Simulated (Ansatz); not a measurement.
Stretching the Se1–H2 bond in FHSe (SMILES F[SeH]) (multiplicity 1 held, fragments rigid). Energies count from the point at 1.478 Å.
Geometry at that point (charge 0, multiplicity 1):
```xyz
3

Se    -0.1156    -0.2234     0.2595
H     -0.8996    -0.9550    -0.7575
F      0.5367     0.9499    -0.8963
```

Restricted levels (R-, RO-) in cc, def2 and unpolarised 6-31G sets keep to the state of the molecule at rest. Unrestricted levels (U-) break spin symmetry where that is lower. Levels need not reach the same state.

The values were computed with Ansatz (a program for electronic structure) with Gaussian orbitals. Each number belongs to the level named beside it.

Problem. One of these levels gives 108.22 kcal/mol for the energy at R = 4.729 Å. Which?
(A) U-r2SCAN/cc-pVTZ
(B) R-wB97X-V/cc-pVTZ
(C) R-PBE/cc-pVTZ
(D) R-HF/cc-pVTZ

Solution. C, R-PBE/cc-pVTZ. The others give 173.47 (R-HF/cc-pVTZ), 77.91 (U-r2SCAN/cc-pVTZ), 155.24 (R-wB97X-V/cc-pVTZ)

Doubts at one or more of the structures used: a restricted determinant that unrestricted orbitals would lower (R-HF/cc-pVTZ, R-PBE/cc-pVTZ, R-wB97X-V/cc-pVTZ); a spin-contaminated determinant (U-r2SCAN/cc-pVTZ).
